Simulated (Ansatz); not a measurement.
`BO[SiH2][GeH3]` + `O[SiH](Cl)Cl` → `Cl[SiH](Cl)[O][GeH3]` + `BO[SiH3]`  (cleavage of the Ge–Si bond)

Isolated molecules relaxed with PBE0-D4/def2-TZVP in Ansatz; ΔE leaves out vibrations. CBS: MP2 limit from def2 TZ/QZ plus the TZ coupled-cluster correction, frozen cores. This one scheme is used for every species. Functionals use def2-TZVPP. B3LYP here is the variant with VWN-RPA as its local correlation; programs differ in this. For Ge outer-core shells are correlated without core-valence functions, which leaves a few kJ/mol of doubt a bond. Scalar relativity is left out up to krypton. One conformer a species, not always the lowest.

**Question.** Is it downhill or uphill in electronic energy at CCSD(T)/CBS, and by how much? (An estimate is asked.)

**Answer.** Ansatz gave: Downhill: ΔE = -29.4 kJ/mol.

**Question.** What do these levels give: r2SCAN-D4, B3LYP-D4, ωB97X-V, PBE, HF/def2-TZVPP, SCS-MP2/def2-TZVPP, CCSD/def2-TZVPP, CCSD(T)/def2-TZVPP, HF/def2-QZVPP, SCS-MP2/def2-QZVPP, MP2/CBS(def2), CCSD/CBS(def2)? (An estimate is asked.)

**Answer.** Computed: r2SCAN-D4 -22.5, B3LYP-D4 -30.8, ωB97X-V -32.2, PBE -8.9, HF/def2-TZVPP -57.7, SCS-MP2/def2-TZVPP -45.4, CCSD/def2-TZVPP -35.7, CCSD(T)/def2-TZVPP -33.7, HF/def2-QZVPP -60.0, SCS-MP2/def2-QZVPP -44.2, MP2/CBS(def2) -34.1, CCSD/CBS(def2) -31.4 kJ/mol.

Largest T1 diagnostic among the species: 0.013.

In def2-TZVPP, CCSD(T) changes the Hartree–Fock value by +24.0 kJ/mol (the triples alone add +2.0 kJ/mol) and MP2 by +19.3 kJ/mol. From PBE to PBE0 (25 % exact exchange), in def2-TZVPP and without D4, ΔE moves by −5.9 kJ/mol.
